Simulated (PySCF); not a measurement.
C₄H₅B₂F.
SMILES: `FB1C=CBC=C1`

All values: PBE0/def2-SVPD (PySCF, non-relativistic), on one gas-phase PBE0-D3(BJ)/def2-SVP geometry that isn't relaxed in the solvent. The solvent is an IEF-PCM continuum (Bondi radii, 1.10 Å for H, scaled by 1.2), and excitations are vertical TDDFT with non-equilibrium linear response and a frozen core. Specific hydrogen bonds and non-electrostatic terms are outside this model.

Gas-phase singlets (H = HOMO, L = LUMO):

| state | E (eV) | λ (nm) | f | leading configuration |
| --- | --- | --- | --- | --- |
| S1 | 3.250 | 382 | 0.000 | H-1→L 96% |
| S2 | 3.324 | 373 | 0.002 | H→L 96% |
| S3 | 4.213 | 294 | 0.001 | H-2→L 89% |
| S4 | 5.178 | 239 | 0.133 | H-3→L 80% |
| S5 | 5.410 | 229 | 0.000 | H-4→L 98% |

Problem. What are the lowest 5 singlets in benzene (ε = 2.271)?

Solution. 
```
state  E (eV)  λ (nm)      f  leading configuration  change by rank (eV)
   S1   3.229     384  0.000              H-1→L 94%               -0.021
   S2   3.289     377  0.002                H→L 94%               -0.035
   S3   4.209     295  0.002              H-2→L 88%               -0.004
   S4   5.106     243  0.194              H-3→L 81%               -0.072
   S5   5.415     229  0.000              H-4→L 98%               +0.005
```

Problem. How do the frontier levels move from gas to benzene?

Solution. 
```json
{"orbital": "LUMO+2", "gas (eV)": "0.49", "solvent (eV)": "0.55", "change (eV)": "+0.06"}
{"orbital": "LUMO+1", "gas (eV)": "-0.25", "solvent (eV)": "-0.18", "change (eV)": "+0.07"}
{"orbital": "LUMO", "gas (eV)": "-3.44", "solvent (eV)": "-3.38", "change (eV)": "+0.06"}
{"orbital": "HOMO", "gas (eV)": "-7.93", "solvent (eV)": "-7.86", "change (eV)": "+0.07"}
{"orbital": "HOMO-1", "gas (eV)": "-8.29", "solvent (eV)": "-8.21", "change (eV)": "+0.08"}
{"orbital": "HOMO-2", "gas (eV)": "-9.28", "solvent (eV)": "-9.22", "change (eV)": "+0.06"}
{"orbital": "HOMO-3", "gas (eV)": "-9.36", "solvent (eV)": "-9.30", "change (eV)": "+0.06"}
```

The HOMO–LUMO gap goes from 4.49 to 4.48 eV.

The run took 13 s of wall time on an Arm Neoverse V2 with one thread, shared host with 96 logical CPUs at a one-minute load of 11, and the process peaked at 0.84 GiB of memory. This is the whole response run at PBE0/def2-SVPD in benzene, SCF included.
